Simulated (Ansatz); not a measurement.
Geometry optimisation, RKS B3LYP-D4/def2-SVP in Ansatz.

The input (input.yaml):

```yaml
crystal:
  periodic: [false, false, false]
  atoms:
    - { symbol: Zn, position_ang: [-0.785368, -0.004489, -0.653297] }
    - { symbol: Cl, position_ang: [0.17174, -0.006162, 2.646874] }
    - { symbol: Cl, position_ang: [0.847738, 0.091024, -1.980283] }
    - { symbol: O, position_ang: [-2.252929, 0.007546, 0.37585] }
    - { symbol: H, position_ang: [-2.803709, -0.781011, 0.289768] }
    - { symbol: H, position_ang: [-1.106073, 0.063392, 2.252388] }
basis:
  gaussian: { orbitals: def2-SVP }
hamiltonian:
  xc: b3lyp
  dispersion: d4
relax:
  f_tol: 0.03
  max_steps: 50
```

Command:

```bash
$ ansatz run input.yaml --threads 2 --pin off --max-ram 3072MiB --backend cpu --events-out ev --progress --plain --runs-dir out
```

Question: Where does it end, and by what steps?

Answer: The run converged. The force dipped under the threshold on the way, but the program's further checks kept it going. After 21 steps the energy has fallen by 1.465 eV; H6 moved furthest, 1.42 Å. Parted: Cl2–H6 (1.34 → 3.16 Å). Joined: Zn1–Cl2 (3.44 → 2.15 Å), O4–H6 (2.20 → 0.97 Å).

```json
{"step": "0", "energy less start (eV)": "0.0000", "largest force component (eV/Å)": "1.012", "accepted": "yes"}
{"step": "1", "energy less start (eV)": "-0.1360", "largest force component (eV/Å)": "0.578", "accepted": "yes"}
{"step": "2", "energy less start (eV)": "-0.2026", "largest force component (eV/Å)": "0.481", "accepted": "yes"}
{"step": "3", "energy less start (eV)": "-0.2500", "largest force component (eV/Å)": "0.522", "accepted": "yes"}
{"step": "4", "energy less start (eV)": "-0.2930", "largest force component (eV/Å)": "0.492", "accepted": "yes"}
{"step": "5", "energy less start (eV)": "-0.4408", "largest force component (eV/Å)": "1.126", "accepted": "yes"}
{"step": "6", "energy less start (eV)": "-0.8385", "largest force component (eV/Å)": "1.542", "accepted": "yes"}
{"step": "7", "energy less start (eV)": "-1.2313", "largest force component (eV/Å)": "1.511", "accepted": "yes"}
{"step": "8", "energy less start (eV)": "-1.3952", "largest force component (eV/Å)": "0.886", "accepted": "yes"}
{"step": "9", "energy less start (eV)": "-1.4186", "largest force component (eV/Å)": "1.326", "accepted": "yes"}
{"step": "10", "energy less start (eV)": "-1.4179", "largest force component (eV/Å)": "1.145", "accepted": "no"}
{"step": "11", "energy less start (eV)": "-1.4546", "largest force component (eV/Å)": "0.089", "accepted": "yes"}
{"step": "12", "energy less start (eV)": "-1.4594", "largest force component (eV/Å)": "0.049", "accepted": "yes"}
{"step": "13", "energy less start (eV)": "-1.4624", "largest force component (eV/Å)": "0.098", "accepted": "yes"}
{"step": "14", "energy less start (eV)": "-1.4625", "largest force component (eV/Å)": "0.223", "accepted": "yes"}
{"step": "15", "energy less start (eV)": "-1.4644", "largest force component (eV/Å)": "0.037", "accepted": "yes"}
{"step": "16", "energy less start (eV)": "-1.4647", "largest force component (eV/Å)": "0.009", "accepted": "yes"}
{"step": "17", "energy less start (eV)": "-1.4646", "largest force component (eV/Å)": "0.101", "accepted": "no"}
{"step": "18", "energy less start (eV)": "-1.4648", "largest force component (eV/Å)": "0.010", "accepted": "yes"}
{"step": "19", "energy less start (eV)": "-1.4648", "largest force component (eV/Å)": "0.067", "accepted": "yes"}
{"step": "20", "energy less start (eV)": "-1.4649", "largest force component (eV/Å)": "0.034", "accepted": "yes"}
{"step": "21", "energy less start (eV)": "-1.4649", "largest force component (eV/Å)": "0.012", "accepted": "yes"}
```

```xyz
6
Properties=species:S:1:pos:R:3
Zn 0.045 0.126 0.274
Cl 0.735 0.278 2.303
Cl 0.169 -0.068 -1.857
O -2.017 -0.083 0.646
H -2.596 -0.541 0.019
H -2.265 -0.342 1.546
```

Whether the end is a true minimum wasn't checked by a vibrational analysis.

Time of the run: 60 s on 2 threads of AMD EPYC 7R43 64-Core Processor (Zen 3), with other jobs on the host, peak memory 0.2 GiB.
